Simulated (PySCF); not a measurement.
**Relative stability**

The two ends of one reaction step of SiH4BrOF, singlet (PBE0-D4/def2-TZVP).

A:

| atom | x (Å) | y (Å) | z (Å) |
| --- | --- | --- | --- |
| Si1 | -0.4163 | -0.9035 | -0.4234 |
| Br2 | 1.8158 | -0.8064 | -0.1019 |
| H3 | -0.6458 | -1.7316 | -1.6207 |
| H4 | -0.9396 | -1.5195 | 0.8151 |
| O5 | -0.9993 | 0.5811 | -0.7148 |
| H6 | 1.2897 | 1.2759 | 0.9353 |
| F7 | 0.6560 | 1.9203 | 1.1725 |
| H8 | -0.7681 | 1.2785 | -0.0888 |

B:

```
8
angstrom
Si -0.8327 0.0709 -0.1988
Br 3.3847 -1.5834 0.0413
H -0.8705 -0.6046 -1.5070
H -1.1269 -0.8119 0.9524
O -1.8611 1.3281 -0.2853
H 2.4487 -0.5092 0.0515
F 0.6694 0.5934 0.0330
H -2.0933 1.8029 0.5137
```

PySCF 2.14 with density fitting (its default auxiliary sets; JK sets also for MP2 and CCSD(T)); basis: def2-TZVPP; cores frozen in the correlated methods. Filled d shells of the heavier atoms are correlated. The def2 sets are not built for correlating such inner shells, so the correlated values are less sure here. B3LYP uses VWN-RPA correlation.

Task: Which structure is lower at CCSD(T), and by how much? (Judge from chemistry; the value comes from the calculation.)

Result: The calculation gives: B, by 0.378 eV (electronic energy, against the other). By their contacts, A is a complex of SiH₃BrO ([OH][SiH2][Br]) + HF and B is a complex of SiH₃OF ([OH][SiH2][F]) + HBr.

All methods give the same order:

```tsv
method	E(B) − E(A) (eV)
SPW92	-0.125
PBE-D4	-0.188
r2SCAN-D4	-0.294
PBE0-D4	-0.220
B3LYP-D4	-0.350
BHLYP-D4	-0.387
wB97M-V	-0.316
HF	-0.579
MP2	-0.322
CCSD	-0.417
CCSD(T)	-0.378
```

The T1 diagnostic stays at or below 0.010.

Labels in which every atom is bracketed show which atoms are joined, not bond orders.

For scale, one of the runs: CCSD(T)/def2-TZVPP, 208 basis functions, launched by `OMP_NUM_THREADS=4 python run.py`. The run took 14 min on 4 CPU threads of an Arm Neoverse V2 (shared host), with 3.8 GiB of host memory at its peak.
